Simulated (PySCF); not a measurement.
```xyz
3
charge 0 multiplicity 3, angstrom
Mo   -0.0001   -0.9725    0.0000
N    -1.5052   -1.5432    0.0000
Br    0.2671    1.4803    0.0000
```

Method: UPBE0 in PySCF with Mo def2-SVP with ECP28, N def2-SVP, Br def2-SVP; scalar-relativistic core potentials, no spin–orbit coupling; density-fitted integrals.

This geometry of BrMoN is a stationary point at this level.

(1) What is the point group?

(2) Is it a minimum?

(3) Which band is strongest in the infrared?

(4) What are the dipole moment and the gap between the highest occupied and lowest empty levels of either spin?

## Answers

(1) Cs.

(2) Yes: all harmonic wavenumbers are real.

(3) 1169 cm⁻¹ (a'), 94 km/mol.

(4) 4.78 D and 3.28 eV.

Only a few start shapes were tried, so a lower isomer may exist. Other spin states or occupations of the open shell can lie lower.
